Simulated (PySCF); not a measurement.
Electron correlation in Re (rhenium, neutral)

[Xe] 4f14 5d5 6s2, high-spin 6S determinant. Calculation: PySCF 2.14, in aug-cc-pwCVDZ-PP with ECP60MDF (6s6p5d3f, 70 functions); a scalar-relativistic core potential. Frozen: 5s2 5p6; 7 electrons correlated.

```
  level  correlation energy (mhartree)
   CCSD                        -130.98
    (T)                          -4.42
CCSD(T)                        -135.40
```

Diagnostics: T1 = 0.027, D1 = 0.0949, largest double amplitude 0.046.

Cost of the coupled-cluster step: about 13 core-seconds, for 7 correlated electrons.
